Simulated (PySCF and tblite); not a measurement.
C₆H₇NO, numbered as in [CH3:1][O:2][c:3]1[cH:4][cH:5][cH:6][n:7][cH:8]1.

First level. The ensemble was built from 90 distance-geometry starts (ETKDG and KDG, MMFF94s, GFN2-xTB) and rests on PBE0-D3(BJ)/def2-SVP geometries. Free energies are CAM-B3LYP-D3(BJ)/def2-TZVP (IEF-PCM, chloroform) single points with GFN2-xTB rigid-rotor and vibrational terms (modes under about 100 cm⁻¹ blended into free rotors). Symmetry numbers and mirror images are counted. Conformers within 3 kcal/mol (GFN2-xTB free energy) were kept, 7 at most. GIAO shieldings: WP04/pcSseg-1 (IEF-PCM, chloroform). Shifts are against TMS (¹H), TMS (¹³C), NH3 (¹⁵N) at the same level. (PySCF 2.14, tblite 0.8.)

It gives, at 298.15 K, with 2 conformers (largest weight 54 %): ¹H: 8.09 (H6, 1H), 8.09 (H8, 1H), 7.11 (H5, 1H), 7.04 (H4, 1H), 3.77 (H1, 3H) ppm. ¹³C: 162.2 (C3), 147.6 (C6), 142.2 (C8), 130.3 (C5), 126.5 (C4), 57.0 (C1) ppm. ¹⁵N: 346.2 (N7) ppm.

Second level: PBE0-D3(BJ)/def2-SVP geometries, energies B97-D-D3(BJ)/pcSseg-1, shieldings B97-D/pcSseg-1, on up to 4 of the same conformers.

(1) How do the averaged shifts change?

Unscaled ¹⁵N shifts at such levels can be off by tens of ppm; differences between conformers or isomers are more reliable. Shifts are unscaled: against experiment ¹³C can be off by 15 ppm or more and ¹H by 0.8 ppm.

Results:

(1) 
```tsv
signal	first	second	change (ppm)
H1	3.77	3.78	0.01
H4	7.04	6.77	-0.27
H5	7.11	6.88	-0.23
H6	8.09	8.18	0.09
H8	8.09	8.15	0.07
C1	57.0	54.9	-2.1
C3	162.2	153.6	-8.6
C4	126.5	116.7	-9.7
C5	130.3	122.2	-8.1
C6	147.6	140.2	-7.4
C8	142.2	133.7	-8.5
N7	346.2	348.2	2.0
```

The largest weight becomes 53 %.


¹⁵N shifts are against a computed isolated NH3 molecule, about 20 ppm from the liquid.